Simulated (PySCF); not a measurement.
C₃H₉O (SMILES CC[OH+]C), charge +1, singlet, at a GFN2-xTB geometry. Base run: B3LYP/def2-SV(P) (PySCF).

Input for PySCF:
```python
from pyscf import gto, scf, dft

mol = gto.M(
    atom='''
O     0.055860   -0.683295    0.107833
C    -0.012671    0.787353    0.041156
C     1.383552   -1.240263   -0.035699
C    -1.466050    1.193338   -0.026071
H     0.461946    1.147552    0.955865
H     0.549215    1.139493   -0.828412
H     1.304079   -2.323401    0.045147
H     1.839526   -0.965594   -0.987662
H     1.992555   -0.865917    0.786309
H    -1.934765    0.853175   -0.947307
H    -2.018117    0.804241    0.825532
H    -1.534529    2.277279   -0.000677
H    -0.535775   -1.043035   -0.587769
''',
    basis='def2-sv(p)',
    charge=1,
    spin=0,
    verbose=4,
)

mf = dft.RKS(mol)
mf.xc = 'b3lyp'
mf.kernel()
mf.analyze()
```

Each row names what was changed in the base input (with any setting that the change needs).

```
change                                       ΔE vs base (mEh)  SCF cycles
-------------------------------------------  ----------------  ----------
base                                                    0.000           9
conv_tol_grad = 1e-3                                    0.000           9
diis_space = 12                                         0.000           9
conv_tol = 1e-4                                         0.012           5
level_shift = 1.0 (with mf.max_cycle = 100)             0.000          22
level_shift = 0.1 (with mf.max_cycle = 100)             0.000           9
conv_tol = 1e-11                                        0.000          10
diis_space = 4                                          0.000          10
diis_space = 2                                          0.000          27
conv_tol = 1e-6                                         0.000           7
init_guess = mod_huckel                                 0.000          10
init_guess = huckel                                     0.000          12
init_guess = vsap                                       0.000          10
```
